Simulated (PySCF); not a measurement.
Input for PySCF: R-M06-2X/def2-TZVPP on Cl2Si (SMILES Cl[Si]Cl).

```python
from pyscf import gto, dft

mol = gto.M(
    atom='''
    Si    0.00000000    0.00000000   -0.88562522
    Cl    1.63267727   -0.00000000    0.44281261
    Cl   -1.63267727   -0.00000000    0.44281261
    ''',
    basis='def2-tzvpp',
    charge=0, spin=0, verbose=4, max_memory=1800)
mf = dft.RKS(mol, xc='m062x').density_fit(auxbasis='def2-universal-jkfit')
mf.grids.level = 4
mf.conv_tol = 1e-9
mf.max_cycle = 150
mf.kernel()
mf.dip_moment()
```

Give the final energy of this run.

-1209.9496 hartree.
